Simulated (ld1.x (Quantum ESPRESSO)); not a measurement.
# Which change was made? (P, ultrasoft)

- Element: phosphorus
- Generator: ld1.x (Quantum ESPRESSO) 7.5
- Type: ultrasoft
- Functional: PBEsol
- Relativity: non-relativistic
- Frozen core: [Ne]
- Valence charge: 5
- Reference configuration: 3s1.5 3p3.5
- Partial waves: 3s (bound): rcut 1.50, rcutus 1.60 bohr; 3s channel at -0.25 Ry: rcut 1.50, rcutus 1.60 bohr; 3p (bound): rcut 1.45, rcutus 2.00 bohr; 3p channel at 3.5 Ry: rcut 1.45, rcutus 2.00 bohr
- Local potential: all-electron potential smoothed inside 1.60 bohr (lloc = -1)
- Core correction: none
- Augmentation charge: built from norm-conserving waves at rcut, not smoothed further

Cutoffs, loose and tight: the cutoffs (Ry, on a coarse ladder) from which the occupation-weighted sum of valence levels, in a spherical-Bessel basis at the reference potential, stays within 10 and 1 mRy of its value at 400 Ry. They do not see the model core or the augmentation charge, which bear on the density cutoff. Test errors are all-electron minus pseudo excitation energies from the reference, over the configurations 3s2 3p3; 3s2 3p2; 3s2 3p1; 3s1 3p4; 3s2 3p3.3; 3s0 3p5; 3s2 3p0; variants that change the core or the reference have their own tests.

The base gives: outcome: generated; cutoff, loose: 15 Ry; cutoff, tight: 21 Ry; bound ghosts: none; largest test error (meV): +48.

Question: After one change the result is: outcome: generated; cutoff, loose: 15 Ry; cutoff, tight: 21 Ry; bound ghosts: none; largest test error (meV): +23. Which change was it?
A. reference 3s1 3p4
B. waves 3s (bound): rcut 1.50, rcutus 1.94 bohr; 3s channel at -0.25 Ry: rcut 1.50, rcutus 1.94 bohr
C. functional PBE

Answer: C. The others give: waves 3s (bound): rcut 1.50, rcutus 1.94 bohr; 3s channel at -0.25 Ry: rcut 1.50, rcutus 1.94 bohr → outcome: generated; cutoff, loose: 12 Ry; cutoff, tight: 18 Ry; bound ghosts: none; largest test error (meV): +57 | reference 3s1 3p4 → outcome: generated; cutoff, loose: 15 Ry; cutoff, tight: 18 Ry; bound ghosts: none; largest test error (meV): +180.
